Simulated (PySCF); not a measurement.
Nonlinear optical response: [C₃H₆ClSi]+, charge +1

Cartesian coordinates in Å; atom numbers follow the order of the lines, from 1:
```xyz
11

C     2.222    0.241   -0.450
C     0.903    0.376   -0.683
Si   -0.276   -0.202    0.560
C    -2.094    0.078    0.408
Cl   -1.851   -1.648   -0.251
H     2.625   -0.231    0.454
H     2.963    0.607   -1.169
H     0.549    0.856   -1.603
H     0.203   -0.802    1.820
H    -2.747    0.023    1.287
H    -2.492    0.705   -0.400
```

Total charge +1.

Computed with quadratic response PBE0/aug-cc-pVDZ first hyperpolarisability, Taylor convention, gas phase (PySCF 2.14.0). Geometry: PBE0-D3(BJ)/def2-SVP.

The bonding changed while the geometry was optimised; results refer to the coordinates, not to the name.

(1) Give β for the processes computed.

(2) Which lowest excitations and polarisabilities go with it?

## Answers

(1) In au, Taylor convention; the vector part is βᵢ = ⅓ Σⱼ (βᵢⱼⱼ + βⱼᵢⱼ + βⱼⱼᵢ):
```csv
process,λ (nm),β vector norm,β HRS,depolarisation ratio
"static β(0;0,0)",∞,159.5,72.9,3.79
"second harmonic β(−2ω;ω,ω)",1907,168.0,77.1,3.79
"Pockels β(−ω;ω,0)",1907,162.2,–,–
"second harmonic β(−2ω;ω,ω)",1064,191.0,88.2,3.79
"Pockels β(−ω;ω,0)",1064,168.7,–,–
```

(2) S1 5.68 eV (f = 0.292); S2 5.93 eV (f = 0.003); S3 6.42 eV (f = 0.021); isotropic α 71.0 au static, 71.2 au at 1907 nm, 71.8 au at 1064 nm, 72.0 au at 953.5 nm, 74.5 au at 532 nm.
